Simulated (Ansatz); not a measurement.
The cluster Cr2S3. Charge 0, multiplicity 1. Geometry PBE0-D4/def2-SVP; atoms count from 1.

| atom | x (Å) | y (Å) | z (Å) |
| --- | --- | --- | --- |
| Cr1 | 1.586 | 0.419 | -0.566 |
| Cr2 | -0.561 | -0.185 | 0.216 |
| S3 | -2.428 | 0.395 | 0.411 |
| S4 | 1.076 | 0.371 | 1.528 |
| S5 | 0.326 | -1.000 | -1.589 |

The restricted singlet is unstable towards broken spin symmetry in Hartree–Fock (as tested in another run); at PBE0-D4/def2-TZVP this wasn't settled. Another isomer (singlet) lies 1.07 eV lower at PBE0-D4/def2-TZVP; other spin states weren't run for this one.

Estimate the Mulliken populations from the PBE0/def2-TZVP orbitals of Ansatz.


| atom | charge (e) | d electrons |
| --- | --- | --- |
| Cr1 | 0.65 | 4.66 |
| Cr2 | 0.64 | 4.61 |
| S3 | -0.38 | – |
| S4 | -0.45 | – |
| S5 | -0.45 | – |
Mulliken values depend strongly on the basis.

And the Mayer bond orders between heavy atoms (over 0.3)?

Cr1–Cr2 0.68 (2.36 Å); Cr1–S4 1.26 (2.16 Å); Cr1–S5 1.26 (2.16 Å); Cr2–S3 2.09 (1.96 Å); Cr2–S4 1.06 (2.17 Å); Cr2–S5 1.06 (2.17 Å).
